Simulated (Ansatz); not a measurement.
Gas-phase electronic energies from Ansatz, PBE0-D4/def2-TZVP geometries. CCSD(T)/CBS is the MP2 limit (def2-TZVPP, def2-QZVPP) plus CCSD(T) − MP2 in def2-TZVPP, frozen cores. This one scheme is used for every species. DFT in def2-TZVPP. B3LYP here is the variant with VWN-RPA as its local correlation; programs differ in this. One conformer a species, not always the lowest.

Reaction (formal exchange of groups at the Si–Cl bond): `C[SiH](F)Cl` + `FCN[SiH3]` → `C[SiH](F)N[SiH3]` + `FCCl`

| level | ΔE (kcal/mol) |
| --- | --- |
| PBE-D4 | 13.1 |
| ωB97X-V | 13.3 |
| B2PLYP | 13.2 |
| r2SCAN | 13.4 |
| B3LYP | 13.4 |
| MP2/def2-TZVPP | 12.9 |
| MP2/def2-QZVPP | 12.8 |
| HF/CBS(def2) | 13.6 |

(1) What does CCSD(T)/CBS give? (Best estimate.)

Largest T1 diagnostic among the species: 0.011.

Results:

(1) The calculation gave: +12.3 kcal/mol. The listed levels differ from it by 0.8, 1.0, 0.9, 1.1, 1.1, 0.6, 0.5, 1.3 kcal/mol.

The D4 term adds −0.9 kcal/mol with B3LYP and −0.6 kcal/mol with PBE0; it sums over pairs of atoms, weighted by their polarisabilities, and B3LYP, whose exchange is more repulsive, gets the larger term. In def2-TZVPP, CCSD(T) changes the Hartree–Fock value by −1.4 kcal/mol (the triples alone add −0.2 kcal/mol) and MP2 by −0.9 kcal/mol.
